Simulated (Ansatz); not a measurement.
Born–Oppenheimer molecular dynamics of F4H2W (7 atoms, charge 0, multiplicity 1). It starts from a relaxed structure.

Computed with Ansatz 0.2.0, RKS PBE/def2-SVP.

```
ensemble                      : NVE (velocity Verlet)
time step                     : 1 fs
steps asked                   : 100
starting velocities drawn for : 1500 K
seed                          : 707368
```

First frame:

```xyz
7
Properties=species:S:1:pos:R:3
W 0.000 -0.136 -0.136
H 0.000 0.246 1.518
F 1.825 -0.330 -0.330
H 0.000 1.518 0.246
F -1.825 -0.330 -0.330
F 0.000 -1.833 0.735
F 0.000 0.735 -1.833
```

(1) How far do the bonds stretch over the last three quarters of this one trajectory? (Pairs bonded in most of those frames.)

Answers

(1) 
```
 bond  mean (Å)  spread (Å)  shortest  longest
W1–H2     1.705       0.029      1.66     1.76
W1–F3     1.885       0.098      1.74     2.04
W1–H4     1.723       0.101      1.57     1.90
W1–F5     1.883       0.042      1.82     1.95
W1–F6     1.865       0.042      1.79     1.94
W1–F7     1.884       0.038      1.82     1.94
```

Mean temperature of the second half: 831 K. The conserved energy stayed within 1.1 meV per atom of its start (net change 0.032 meV per atom), so the integration is sound. Over the second half the temperature averaged 0.55 of the 1500 K drawn at the start: a run that starts near a minimum puts about half its kinetic energy into the potential. A run of 0.1 ps of so small a system gives no equilibrium averages.

The run took 5.2 min on 1 thread of Arm Neoverse V2, on a shared host, peak memory 0.13 GiB.
